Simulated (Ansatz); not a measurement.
Rb₅H₄⁺: single points at one geometry.

```yaml
crystal:
  periodic: [false, false, false]
  atoms:
    - {symbol: Rb, position_ang: [0.954158, 0.551210, -2.245024]}
    - {symbol: Rb, position_ang: [-3.068131, 3.540693, -0.534319]}
    - {symbol: Rb, position_ang: [2.065567, -2.388392, 0.365669]}
    - {symbol: Rb, position_ang: [-1.937395, -1.549623, 0.177016]}
    - {symbol: Rb, position_ang: [0.862403, 1.151147, 2.028685]}
    - {symbol: H, position_ang: [0.072313, -1.893019, -1.573691]}
    - {symbol: H, position_ang: [0.012618, -1.399908, 2.023159]}
    - {symbol: H, position_ang: [-1.395617, 1.601361, -0.229459]}
    - {symbol: H, position_ang: [2.434094, 0.386532, -0.012058]}
basis:
  gaussian: {orbitals: def2-SVP, initial_orbitals: start.molden}
total_charge: 1
correlation: {method: ccsd_t}
scf: {omitted_lower_state_checks: [starts]}
output: {orbitals: {seedname: orbitals}}
```

The file start.molden holds the orbitals of an earlier run on this structure, at another level or in another basis.

```sh
$ ansatz run in.yaml --threads 4 --pin off --events-out ev --progress --plain --max-ram 3916MiB
```

It prints (some lines left out):

```
Functional definition: HF
1349 factors; integrals over basis functions are off by at most 5.4e-4 eV
mean field evaluation 1: about -3297.1339 eV, gradient 1.0e1 eV
mean field evaluation 2: about -3297.4409 eV, gradient 3.5e-1 eV
mean field evaluation 4: about -3297.6768 eV, gradient 6.2e-3 eV
mean field evaluation 8: about -3297.6768 eV, gradient 1.9e-6 eV
mean field -3297.67679957 eV, -121.1873871385 hartree, gradient 4.0e-6 eV, S^2 0.000000; 0 other end points of the search recorded, 0 dependent functions left out
reference -3297.67679957 eV, -121.1873871385 hartree; 24, 24 occupied and 116, 116 virtual orbitals, 1349 factors
second order -9.11484678 eV of doubles, -0.00000000 eV of singles
cycle   1  -10.08675398 eV  change   -9.7e-1 eV  update   9.2e-2
cycle   2  -10.49967640 eV  change   -4.1e-1 eV  update   3.3e-2
cycle   3  -10.53412633 eV  change   -3.4e-2 eV  update   1.4e-2
cycle   4  -10.53073485 eV  change    3.4e-3 eV  update   6.6e-3
cycle   5  -10.52854978 eV  change    2.2e-3 eV  update   2.4e-3
cycle   6  -10.52883070 eV  change   -2.8e-4 eV  update   9.1e-4
cycle   7  -10.52894210 eV  change   -1.1e-4 eV  update   3.9e-4
cycle   8  -10.52889803 eV  change    4.4e-5 eV  update   1.8e-4
cycle   9  -10.52889374 eV  change    4.3e-6 eV  update   7.8e-5
cycle  10  -10.52891224 eV  change   -1.9e-5 eV  update   3.0e-5
perturbative correction -0.18967429 eV, -0.0069704016 hartree
Total energy: -3308.39538610 eV, -121.5812879281 hartree
Checks for a lower state left out: starts
```

Run time 36 s (4 threads of AMD EPYC 7B13 on a shared host), peak host memory 1.5 GiB.

The first input with `gaussian: {orbitals: def2-TZVP, initial_orbitals: start.molden}`, `hamiltonian: {xc: pbe, dispersion: d4}`, `output: {forces: true, orbitals: {seedname: orbitals}}` and without the key `correlation` (abridged; 3.8 s):

```
Functional definition: PBE
mean field -3338.78870704 eV, -122.6982218713 hartree, gradient 7.5e-6 eV, S^2 0.000000
Total energy: -3339.18134716 eV, -122.7126511296 hartree
Atom 0 force    -0.007226     0.014235    -0.010139 eV/Å
Atom 1 force     0.003425    -0.003808     0.000861 eV/Å
Atom 2 force     0.015397    -0.020795     0.004868 eV/Å
Atom 3 force    -0.008846    -0.000394     0.002996 eV/Å
Atom 4 force    -0.003773     0.007812     0.008068 eV/Å
Atom 5 force     0.004557     0.004211     0.006923 eV/Å
Atom 6 force     0.000733     0.004913    -0.008418 eV/Å
Atom 7 force     0.002575     0.000675    -0.004667 eV/Å
Atom 8 force    -0.006843    -0.006849    -0.000491 eV/Å
Dipole moment:    -1.595457     1.850679    -0.291746 e Å
Checks for a lower state left out: starts
```

As the first input, with `gaussian: {orbitals: def2-TZVP, initial_orbitals: start.molden}`, `hamiltonian: {xc: lda}` and without the key `correlation` (abridged; 1.9 s):

```
Functional definition: SPW92
mean field -3325.13814547 eV, -122.1965729863 hartree, gradient 1.6e-5 eV, S^2 0.000000
Total energy: -3325.13822582 eV, -122.1965759392 hartree
Checks for a lower state left out: starts
```

First input, but with `gaussian: {orbitals: def2-TZVP, initial_orbitals: start.molden}`, `hamiltonian: {xc: r2scan, dispersion: d4}` and without the key `correlation` (abridged; 5 s):

```
Functional definition: r2SCAN
mean field -3341.39879252 eV, -122.7941407435 hartree, gradient 4.6e-5 eV, S^2 0.000000
Total energy: -3341.49307092 eV, -122.7976054110 hartree
Checks for a lower state left out: starts
```

First input, but with `gaussian: {orbitals: def2-TZVP, initial_orbitals: start.molden}`, `hamiltonian: {xc: {name: wB97X-V}}` and without the key `correlation` (abridged; 14 s):

```
Functional definition: wB97X-V
mean field -3338.98546645 eV, -122.7054526464 hartree, gradient 8.6e-6 eV, S^2 0.000000
Total energy: -3338.98546235 eV, -122.7054524956 hartree
Checks for a lower state left out: starts
```

The first input with `gaussian: {orbitals: def2-TZVP, initial_orbitals: start.molden}`, `hamiltonian: {xc: pbe0, dispersion: d4}` and without the key `correlation` (abridged; 5 s):

```
Functional definition: PBE0
mean field -3338.99379518 eV, -122.7057587217 hartree, gradient 1.5e-5 eV, S^2 0.000000
Total energy: -3339.33953460 eV, -122.7184644108 hartree
Checks for a lower state left out: starts
```

Geometry: PBE-D4/def2-SVP.

In the def2 sets Rb takes a core potential; there is no spin–orbit coupling. Correlated methods freeze no core orbitals; core or outer-core shells of Rb are correlated, in sets that lack core-valence functions. Another isomer (singlet) lies 0.50 eV lower at PBE0-D4/def2-TZVP; other spin states weren't run for this one.
